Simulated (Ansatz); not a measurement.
The C2–H3 bond of CH5NSi (SMILES C[Si]N) is stretched (multiplicity 1, the rest rigid).
Geometry at rest (charge 0, multiplicity 1):
```xyz
8

Si    -0.27696    -0.02987     0.65336
C      0.58142     1.33956    -0.37081
H      0.13316     2.31549    -0.16726
H      0.57863     1.17210    -1.45148
H      1.62575     1.40796    -0.04207
N     -0.21932    -1.29506    -0.50310
H      0.15769    -1.23076    -1.43932
H     -0.57108    -2.21853    -0.30037
```

Frozen-core correlation.

Codes used: Ansatz (Gaussian basis) for Hartree–Fock, density functionals and correlated methods. Each number belongs to the level named beside it.

FIC-MRCISD+Q on CASSCF(2,2)/cc-pV(T+d)Z, total energies (hartree):

```json
[
 {"R (Å)": "1.093", "CASSCF": "-384.225519", "MRCISD": "-384.681687", "weight c² of the reference": "0.87376"},
 {"R (Å)": "1.913", "CASSCF": "-384.125493", "MRCISD": "-384.571023", "weight c² of the reference": "0.87300"},
 {"R (Å)": "3.498", "CASSCF": "-384.066551", "MRCISD": "-384.505359", "weight c² of the reference": "0.87434"}
]
```

Q: Add the Davidson correction (E_MRCISD − E_CASSCF)(1 − c²)/c² and give the energies above the first point at the three levels.

A: 
Corrections (hartree): -0.065909, -0.064815, -0.063065. Above the first point (kcal/mol):
- R = 1.913 Å: CASSCF 62.8, MRCISD 69.4, with the correction 70.1
- R = 3.498 Å: CASSCF 99.8, MRCISD 110.6, with the correction 112.4

Ansatz is a quantum-chemistry and plane-wave program.
